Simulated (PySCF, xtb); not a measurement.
C2H10O2Si2, SMILES CC([SiH2]O)[SiH2]O. Other conformers were not sampled.

Harmonic wavenumbers (cm⁻¹) from GFN2-xTB run with xtb 6.7.1 at its own minimum, in rising order: 48, 57, 122, 160, 197, 210, 235, 250, 303, 342, 497, 528, 597, 604, 633, 742, 746, 763, 776, 787, 799, 816, 882, 900, 991, 1050, 1078, 1156, 1281, 1423, 1514, 1520, 2201, 2234, 2315, 2332, 2915, 2989, 2997, 3014, 3675, 3678.

Question: What does PBE-D3(BJ)/def2-SVP (PySCF) give at its own minimum? (The exact figures need the calculation; the answer reports its results.)

Answer: 44, 79, 110, 162, 187, 198, 223, 245, 287, 350, 536, 575, 612, 699, 717, 744, 794, 805, 861, 866, 876, 881, 907, 918, 951, 971, 1034, 1079, 1211, 1342, 1417, 1429, 2120, 2141, 2190, 2193, 2951, 2956, 3037, 3046, 3765, 3765. Paired by order, the mean absolute difference is 51 cm⁻¹ and the zero-point energies are 72.0 and 71.9 kcal/mol.
